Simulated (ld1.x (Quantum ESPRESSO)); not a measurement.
# An all-electron radial function and its pseudo partner (C)

Columns: radius, all-electron u(r) and pseudo u(r) of the 2p shell (level -5.29 eV) of carbon in the configuration [He] 2s2 2p2; PBE, non-relativistic, PAW scheme, ld1.x (Quantum ESPRESSO) 7.5.

```json
{"r (bohr)": "0.163", "all-electron": "0.1058", "pseudo": "0.0235"}
{"r (bohr)": "0.326", "all-electron": "0.2825", "pseudo": "0.0904"}
{"r (bohr)": "0.489", "all-electron": "0.4407", "pseudo": "0.1901"}
{"r (bohr)": "0.652", "all-electron": "0.5596", "pseudo": "0.3074"}
{"r (bohr)": "0.815", "all-electron": "0.6411", "pseudo": "0.4255"}
{"r (bohr)": "0.978", "all-electron": "0.6883", "pseudo": "0.5289"}
{"r (bohr)": "1.141", "all-electron": "0.7075", "pseudo": "0.6063"}
{"r (bohr)": "1.304", "all-electron": "0.7056", "pseudo": "0.6520"}
{"r (bohr)": "1.467", "all-electron": "0.6888", "pseudo": "0.6668"}
{"r (bohr)": "1.630", "all-electron": "0.6620", "pseudo": "0.6561"}
{"r (bohr)": "1.793", "all-electron": "0.6288", "pseudo": "0.6284"}
{"r (bohr)": "1.956", "all-electron": "0.5920", "pseudo": "0.5922"}
{"r (bohr)": "2.119", "all-electron": "0.5536", "pseudo": "0.5536"}
{"r (bohr)": "2.282", "all-electron": "0.5149", "pseudo": "0.5149"}
{"r (bohr)": "2.445", "all-electron": "0.4770", "pseudo": "0.4770"}
{"r (bohr)": "2.608", "all-electron": "0.4404", "pseudo": "0.4404"}
{"r (bohr)": "2.771", "all-electron": "0.4055", "pseudo": "0.4055"}
{"r (bohr)": "2.934", "all-electron": "0.3726", "pseudo": "0.3726"}
{"r (bohr)": "3.097", "all-electron": "0.3418", "pseudo": "0.3418"}
{"r (bohr)": "3.260", "all-electron": "0.3131", "pseudo": "0.3131"}
{"r (bohr)": "3.423", "all-electron": "0.2865", "pseudo": "0.2865"}
{"r (bohr)": "3.586", "all-electron": "0.2619", "pseudo": "0.2619"}
{"r (bohr)": "3.749", "all-electron": "0.2392", "pseudo": "0.2392"}
{"r (bohr)": "3.912", "all-electron": "0.2183", "pseudo": "0.2183"}
{"r (bohr)": "4.075", "all-electron": "0.1991", "pseudo": "0.1991"}
{"r (bohr)": "4.238", "all-electron": "0.1814", "pseudo": "0.1814"}
```

(1) How many radial nodes do the two functions have?

(2) At about which radius was the pseudo-wave matched?

(3) Is the pseudo-wave norm-conserving?

## Answers

(1) The all-electron 2p function has n − l − 1 = 0; the pseudo-wave has 0.

(2) 2.15 bohr. The columns agree to 0.0005 from 1.79 bohr on; several derivatives are matched, so the curves merge somewhat inside the radius.

(3) No, it belongs to a PAW set: the norm inside the radius is not constrained, and the difference is carried by the augmentation charge.
